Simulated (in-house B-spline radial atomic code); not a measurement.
The zirconium ion Zr²⁺ is squeezed into an impenetrable sphere of radius R (the orbitals vanish at R). Computed with a radial B-spline atomic code at the basis-set limit: Dirac-Kohn-Sham LDA VWN5, spherical fractional occupations, Fermi nucleus of rms radius 4.2694 fm.

Energies in eV above the free ion in [Kr] 4d2:

```
R (bohr)  highest level (eV)  [Kr] 4d2  [Kr] 4d1 4f1  [Ar] 3d10 4s2 4p5 4d2 4f1
    7.25               -17.4  0.008601          15.8                      46.76
    5.81               -17.3     0.108         17.73                      48.56
    4.97               -16.8     0.445         20.16                       50.9
    4.54               -16.3    0.9151         22.18                      52.94
    3.66               -13.8     4.291          30.3                      61.59
    3.27                 -11     9.155         38.17                      70.25
    2.78               -3.91     26.19         59.98                      94.18
    2.16                21.1     117.5         158.6                      199.1
     1.9                45.1     233.3         276.8                        322
    1.47                 135     798.7         836.4                      892.3
```

Q: Does [Kr] 4d1 4f1 fall below [Kr] 4d2 under compression?

A: No, it stays above over the whole range.

Q: Does [Ar] 3d10 4s2 4p5 4d2 4f1 fall below [Kr] 4d2 under compression?

A: No, it stays above over the whole range.

The highest level is first positive in the row R = 2.16 bohr, pushed up by confinement above the zero of the free ion's potential. Each configuration is held fixed and needn't be the lowest in the sphere.
